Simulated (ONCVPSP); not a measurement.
## Which change was made? (Mo, ONCV)

ONCVPSP 4.0.1 input, shortened (lines: element, Z, core and valence counts, functional; n l f; lmax; l rc ep ncon nbas qcut; lloc lpopt rc5 dvloc0; l nproj debl; icmod fcfact rcfact), PBEsol, scalar-relativistic:

```
  Mo 42.00    6    4  -116133      upf
    1    0    2.00
    2    0    2.00
    2    1    6.00
    3    0    2.00
    3    1    6.00
    3    2   10.00
    4    0    2.00
    4    1    6.00
    4    2    5.00
    5    0    1.00
    2
    0    1.70    0.00    4    7    8.60
    1    1.35    0.00    5   10    5.50
    2    1.65    0.00    5    8    4.90
    4    4    1.30    2.00
    0    2    2.40
    1    2    3.90
    2    1    3.20
    0    0.00    0.00
```

Cutoffs, loose and tight: the cutoffs (Ha) at which the residual kinetic energy of the hardest occupied pseudo-wave falls to 1 and 0.1 mHa per electron. They do not see the model core or the augmentation charge, which bear on the density cutoff. Test errors are all-electron minus pseudo excitation energies from the reference, over the configurations 4s2 4p6 4d5 5s0; 4s2 4p6 4d4 5s0; 4s2 4p6 4d3 5s0; 4s2 4p6 4d4 5s1; variants that change the core or the reference have their own tests.

The base gives: outcome: generated; cutoff, loose: 110 Ha; cutoff, tight: 180 Ha; bound ghosts: none; GHOST(+) flags above zero: p; largest test error (meV): +2.0.

(1) After one change the result is: outcome: generated; cutoff, loose: 110 Ha; cutoff, tight: 180 Ha; bound ghosts: p; GHOST(+) flags above zero: p; largest test error (meV): +2.0. Which change was it?
A. p: qcut 8.2
B. reference 4s2 4p6 4d5 5s0.5
C. p: debl 2.45

Results:

(1) C. The others give: reference 4s2 4p6 4d5 5s0.5 → outcome: generated; cutoff, loose: 110 Ha; cutoff, tight: 180 Ha; bound ghosts: none; GHOST(+) flags above zero: p; largest test error (meV): +20 | p: qcut 8.2 → outcome: generated; cutoff, loose: 57 Ha; cutoff, tight: 75 Ha; bound ghosts: none; GHOST(+) flags above zero: none; largest test error (meV): +1.9.
